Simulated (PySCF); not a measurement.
C4H9OSn, doublet, at a GFN2-xTB geometry (such geometries of metal compounds can be far from the true shape) (the spin is typed, not shown lowest) (core potentials on Sn); DF-B3LYP/def2-SVP run with PySCF.

The PySCF input:
```python
from pyscf import gto, scf, dft

mol = gto.M(
    atom='''
Sn    0.84074528    0.99095697    0.71756737
O    -0.63789116   -0.28990391    0.22115309
C    -0.99629778   -1.15587181   -0.81934987
C     0.10763636   -2.19158570   -1.04471856
C    -2.29362810   -1.85790796   -0.40407316
C    -1.22371265   -0.35814634   -2.10561060
H    -0.16885573   -2.88686695   -1.83222195
H     0.28379031   -2.74277078   -0.12434589
H     1.02876805   -1.67858103   -1.32348392
H    -2.12933318   -2.40731543    0.51891766
H    -2.62299190   -2.54535500   -1.17829755
H    -3.06759643   -1.11567613   -0.22876756
H    -0.29858253    0.14835482   -2.38189745
H    -1.99185855    0.39253410   -1.93818315
H    -1.53146178   -1.01186970   -2.91680066
''',
    basis='def2-svp',
    ecp={'Sn': 'def2-svp'},
    spin=1,
    verbose=4,
)

mf = dft.UKS(mol)
mf.xc = 'b3lyp'
mf = mf.density_fit(auxbasis='def2-universal-jkfit')
mf.kernel()
```

What the program printed (banner, timings and long lists left out):

```
PySCF version 2.14.0

[INPUT] verbose = 4
[INPUT] num. atoms = 15
[INPUT] num. electrons = 63
[INPUT] charge = 0
[INPUT] spin (= nelec alpha-beta = 2S) = 1
[INPUT] symmetry False subgroup None
[INPUT] Mole.unit = angstrom
[INPUT] Symbol           X                Y                Z      unit          X                Y                Z       unit  Magmom
[...]
nuclear repulsion = 335.897398854831
number of shells = 67
number of NR pGTOs = 244
number of NR cGTOs = 141
basis = def2-svp
ecp = {'Sn': 'def2-svp'}

******** <class 'pyscf.df.df_jk.DFUKS'> ********
method = DFUKS
initial guess = minao
damping factor = 0
level_shift factor = 0
DIIS = <class 'pyscf.scf.diis.CDIIS'>
diis_start_cycle = 1
diis_space = 8
diis_damp = 0
SCF conv_tol = 1e-09
SCF conv_tol_grad = None
SCF max_cycles = 50
direct_scf = False
number electrons alpha = 32  beta = 31
XC library pyscf.dft.libxc version 7.1.2
    S. Lehtola, C. Steigemann, M. J. T. Oliveira, and M. A. L. Marques,  SoftwareX 7, 1–5 (2018)
XC functionals = b3lyp
    P. J. Stephens, F. J. Devlin, C. F. Chabalowski, and M. J. Frisch,  J. Phys. Chem. 98, 11623 (1994)
radial grids:
    Treutler-Ahlrichs [JCP 102, 346 (1995); DOI:10.1063/1.469408] (M4) radial grids

becke partition: Becke, JCP 88, 2547 (1988); DOI:10.1063/1.454033
pruning grids: <function nwchem_prune>
grids dens level: 3
symmetrized grids: False
atomic radii adjust function: <function treutler_atomic_radii_adjust>
small_rho_cutoff = 0
Set gradient conv threshold to 3.16228e-05
tot grids = 180784
******** <class 'pyscf.df.df.DF'> ********
auxbasis = def2-universal-jkfit
init E= -424.958106573281

cycle= 1 E= -440.857396860638  delta_E= -15.9  |g|= 2.71  |ddm|= 6.02
cycle= 2 E= -338.135723846342  delta_E=  103  |g|= 9.01  |ddm|= 39.8
cycle= 3 E= -444.13085637652  delta_E= -106  |g|= 1.51  |ddm|= 39.4
cycle= 4 E= -444.825553549965  delta_E= -0.695  |g|= 1.73  |ddm|= 9.64
cycle= 5 E= -447.009173339622  delta_E= -2.18  |g|= 0.765  |ddm|= 2.19
cycle= 6 E= -447.252426211286  delta_E= -0.243  |g|= 0.194  |ddm|= 0.83
cycle= 7 E= -447.265151958941  delta_E= -0.0127  |g|= 0.0713  |ddm|= 0.276
cycle= 8 E= -447.267638566153  delta_E= -0.00249  |g|= 0.0146  |ddm|= 0.118
cycle= 9 E= -447.267738375598  delta_E= -9.98e-05  |g|= 0.00551  |ddm|= 0.0203
cycle= 10 E= -447.267755492083  delta_E= -1.71e-05  |g|= 0.00182  |ddm|= 0.00837
cycle= 11 E= -447.267758911687  delta_E= -3.42e-06  |g|= 0.000475  |ddm|= 0.00435
cycle= 12 E= -447.267761062578  delta_E= -2.15e-06  |g|= 0.000316  |ddm|= 0.00496
cycle= 13 E= -447.267763416491  delta_E= -2.35e-06  |g|= 0.00027  |ddm|= 0.00654
cycle= 14 E= -447.267765367152  delta_E= -1.95e-06  |g|= 0.000212  |ddm|= 0.00664
cycle= 15 E= -447.267767925111  delta_E= -2.56e-06  |g|= 0.000154  |ddm|= 0.013
cycle= 16 E= -447.267768632087  delta_E= -7.07e-07  |g|= 8.71e-05  |ddm|= 0.00705
cycle= 17 E= -447.267768813958  delta_E= -1.82e-07  |g|= 6.46e-05  |ddm|= 0.00384
cycle= 18 E= -447.267768854328  delta_E= -4.04e-08  |g|= 1.75e-05  |ddm|= 0.00236
cycle= 19 E= -447.267768855595  delta_E= -1.27e-09  |g|= 6.69e-06  |ddm|= 0.000381
cycle= 20 E= -447.267768855651  delta_E= -5.6e-11  |g|= 2.15e-06  |ddm|= 5.42e-05
Extra cycle  E= -447.267768855657  delta_E= -6.03e-12  |g|= 2.33e-06  |ddm|= 7.28e-06
converged SCF energy = -447.267768855657  <S^2> = 0.75214057  2S+1 = 2.0021394
```
